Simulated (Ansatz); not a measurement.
Ansatz (an electronic-structure program) input:

Ansatz 0.2 input:
```yaml
crystal:
  periodic: [false, false, false]
  atoms:
    - {symbol: Si, position_ang: [-0.13961903, -0.69836184, 0.19624818]}
    - {symbol: O, position_ang: [-0.63042646, 1.06016860, -0.11429129]}
    - {symbol: O, position_ang: [1.38858086, -0.37908853, -0.10938785]}
    - {symbol: H, position_ang: [-0.85407518, -1.38390937, -0.85928654]}
    - {symbol: H, position_ang: [-0.50980205, -0.80857713, 1.58909982]}
    - {symbol: H, position_ang: [0.04387525, 1.66797791, -0.45792351]}
    - {symbol: H, position_ang: [2.17602438, -0.91649739, -0.05743485]}
    - {symbol: H, position_ang: [-1.53186694, 1.39034767, -0.23592341]}
basis:
  gaussian:
    orbitals: def2-TZVP
hamiltonian:
  xc: b3lyp
  dispersion: d3bj
total_charge: 1
relax: {f_tol: 0.002, max_steps: 150}
```

Task: What final total energy does it print?

Result: -442.84882 Eh (B3LYP-D3(BJ)/def2-TZVP). The basis has 129 functions.

It need not be the lowest isomer of its formula.
